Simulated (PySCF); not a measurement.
Identify the compound

An unknown has the formula C3H13PSi3. Its calculated NMR data are:

1H NMR (400 MHz, computed): δ 6.05 (br s, 1H), 5.32 (br s, 1H), 4.42 (m, 1H), 4.19 (m, 1H), 3.94 (m, 1H), 3.59 (m, 3H), 2.08 (s, 3H), 0.95 (m, 2H).

13C{1H} NMR (computed): δ 150.9 (C), 137.7 (CH2), 29.2 (CH3).

- geometry: GFN2-xTB
- PBE0/pcSseg-1 with gauge-including orbitals
- run in PySCF 2.14
- non-relativistic Hamiltonian, a single conformation, no solvent, averaged over atoms made equivalent by symmetry, fast rotation or ring inversion

δ = σ(ref) − σ, references computed at the same level: TMS for 1H (σref 31.72) and 13C (σref 186.93).

Propose a structure and justify it.

Answers


- 3 carbon signals for 3 carbons: no two carbons are equivalent.
- Carbon types of the structure: 1 × C, 1 × CH2, 1 × CH3, leaving 8 H on heteroatoms.
- δC 150.9: fully substituted alkene carbon; an sp2 carbon of a C=C bond.
- δC 137.7: terminal =CH2 carbon; the olefinic region.
- δC 29.2: allylic methyl carbon; a saturated carbon with 1 carbon neighbour and no heteroatom attached.
- δH 6.05, 5.32: hydrogen on a terminal =CH2 carbon; a vinylic proton, deshielded by the sp2 carbon and the C=C anisotropy.
- δH 4.42, 4.19: hydrogen on a silicon bonded to C, Si.
- δH 2.08: hydrogen on an allylic methyl carbon; allylic position.
- δH 0.95: hydrogen on a phosphorus bonded to Si.

These data were computed for SMILES C=C(C)[SiH2][Si@H]([SiH3])P.

The data come from this structure; uniqueness wasn't tested.

Splittings by 31P in the carbon and heteronuclear signals aren't shown, as no couplings were computed. Shifts are as computed. Against solution values, carbons near 30 ppm lie about +3 ppm off and those near 130 ppm about +5 ppm. Of 1211 compounds with measured shifts, 218 miss one by over three times the rms of a fit or turn the order of signals round; such compounds aren't used in these exercises. No couplings were computed; multiplicities are counted from neighbouring protons, with m where these are inequivalent, close in shift, in a saturated or five-membered ring or joined by F or P, and br s for small geminal =CH2 splittings.
